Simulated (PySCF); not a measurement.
**Electronic absorption of [C6H13Si]+**

Species: C₆H₁₃Si (charge +1).
SMILES: `C=CCC[Si+](C)C`

Computed with TDDFT PBE0/def2-SVPD, vertical, gas phase, core orbitals frozen in the response (PySCF 2.14.0, density-fitted response routines). One conformer (not necessarily the lowest) at the GFN2-xTB geometry, without solvent, vibrations or thermal averaging. Torsions of this conformer, `[CH2:1]=[CH:2][CH2:3][CH2:4][Si+:5]([CH3:6])[CH3:7]`: C1–C2–C3–C4 95°, C2–C3–C4–Si5 -36°, C3–C4–Si5–C6 -82°.

Problem. What does the calculation give for the low-lying excited states?

Solution. 

```
state  E (eV)  E (hartree)       f  |μ| (D)  main configurations (H = HOMO, L = LUMO)
   S1    5.10       0.1875   0.072     1.92                                 H→L (94%)
   S2    5.45       0.2002   0.023     1.05                               H-1→L (95%)
   S3    5.97       0.2193  0.0012     0.23                  H-2→L (87%), H-3→L (12%)
   S4    6.45       0.2370  0.0078     0.57                  H-3→L (86%), H-2→L (12%)
   S5    7.10       0.2609   0.028     1.02                               H-4→L (88%)
   S6    7.20       0.2645   0.044     1.27                H-1→L+1 (59%), H→L+1 (29%)
```

Triplets (Tamm–Dancoff): T1 4.33 eV, H→L (81%), H→L+1 (16%); T2 4.80 eV, H→L+1 (75%), H→L (16%).

The lowest singlet comes at 243 nm (492 kJ/mol) in the ultraviolet; it is of moderate strength; its leading configuration is HOMO→LUMO (94%). The lowest level is also the most intense of those listed (f = 0.072). Löwdin shares by element: HOMO carbon 79% or more (atoms not listed hold the other 21%); LUMO silicon 47%, carbon 29% or more (atoms not listed hold the other 24%). Orbital energies (eV): HOMO-3 -14.26, HOMO-2 -13.96, HOMO-1 -13.39, HOMO -12.63, LUMO -6.46, LUMO+1 -4.81, LUMO+2 -3.69. Of the 6 states listed, 4 reach f = 0.01 and none stays under 0.0005. Weighted by f, the mean energy of these states is 6.06 eV. Singlets were solved by full linear response, triplets in the Tamm–Dancoff approximation.
